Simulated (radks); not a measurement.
Results of a calculation; reference values are marked as such.
Q: The sulfur anion S2-, [Ar], held by a Watson sphere: a shell of charge +1.21 at radius R that stands for the Madelung well of a crystal (potential energy -1.21/R inside, -1.21/r outside, in hartree with lengths in bohr). Level of theory: non-relativistic Kohn-Sham, LDA (Slater exchange, Perdew-Wang correlation), spin-polarised, spherical densities, point nucleus (a radial shooting solver on a logarithmic mesh with Libxc functionals). Response by self-consistent Sternheimer equations with the Hartree and adiabatic LDA kernel. The sphere does not respond.

R (bohr)  e(2p) (eV)  e(3s) (eV)  e(3p) (eV)  <r> 3p (bohr)  sum of <r^2> (bohr^2)  X-ray form factor at sin(theta)/lambda = 0.1 1/angstrom  alpha (bohr^3)
1.84         -147.33     -11.310      -1.618          2.201                  44.94                                                   15.351           42.39
2.21         -147.47     -10.855      -1.429          2.281                  48.00                                                   15.221           49.84
2.33         -147.54     -10.718      -1.356          2.307                  49.02                                                   15.181           52.85
2.37         -147.56     -10.674      -1.330          2.316                  49.36                                                   15.168           53.92
2.85         -147.78     -10.197      -1.006          2.415                  53.50                                                   15.022           69.61
3.38         -147.86      -9.780      -0.648          2.515                  58.11                                                   14.889           94.31

Estimate the row for R = 2.42 bohr.

A: e(2p) (eV) -147.59; e(3s) (eV) -10.620; e(3p) (eV) -1.298; <r> 3p (bohr) 2.326; sum of <r^2> (bohr^2) 49.79; X-ray form factor at sin(theta)/lambda = 0.1 1/angstrom 15.151; alpha (bohr^3) 55.30.
